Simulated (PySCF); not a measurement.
C₆H₁₄O, SMILES CC(C)(C)CCO, GFN2-xTB optimised geometry.

```
21

C     -0.23    -0.82    -1.26
C      0.26    -0.12     0.00
C      1.80    -0.12     0.00
C     -0.23     1.33     0.00
C     -0.20    -0.86     1.26
C     -1.71    -0.96     1.47
O     -1.92    -1.68     2.67
H     -1.31    -0.77    -1.35
H      0.07    -1.87    -1.26
H      0.20    -0.35    -2.15
H      2.18     0.39     0.88
H      2.18     0.39    -0.88
H      2.18    -1.13     0.00
H     -1.31     1.38    -0.10
H      0.21     1.88    -0.83
H      0.05     1.83     0.92
H      0.19    -1.88     1.25
H      0.22    -0.37     2.14
H     -2.18    -1.48     0.63
H     -2.15     0.05     1.55
H     -2.87    -1.75     2.83
```

Density from PBE/def2-SVP in PySCF at that geometry.

Minimum of the electron density along straight lines between bonded atoms, close to the bond critical point (lines longer than 1.1 times the sum of covalent radii, or with two minima, are not listed):

```tsv
bond	length / Å	ρ at the minimum / e bohr⁻³	∇²ρ there / e bohr⁻⁵	position (fraction from the first atom)
C1–C2	1.531	0.241	-0.52	0.50
C2–C3	1.533	0.240	-0.52	0.50
C2–C4	1.531	0.241	-0.52	0.50
C2–C5	1.537	0.238	-0.51	0.50
C5–C6	1.526	0.246	-0.55	0.49
C6–O7	1.415	0.258	-0.50	0.35
C1–H8	1.087	0.274	-0.98	0.63
C1–H9	1.087	0.274	-0.98	0.63
C1–H10	1.088	0.274	-0.98	0.63
C3–H11	1.088	0.274	-0.98	0.63
C3–H12	1.088	0.274	-0.98	0.63
C3–H13	1.088	0.274	-0.98	0.63
C4–H14	1.087	0.274	-0.98	0.63
C4–H15	1.088	0.274	-0.98	0.63
C4–H16	1.087	0.274	-0.98	0.63
C5–H17	1.092	0.274	-0.98	0.63
C5–H18	1.092	0.274	-0.98	0.63
C6–H19	1.098	0.276	-1.00	0.63
C6–H20	1.098	0.276	-1.00	0.63
O7–H21	0.962	0.359	-2.15	0.81
```
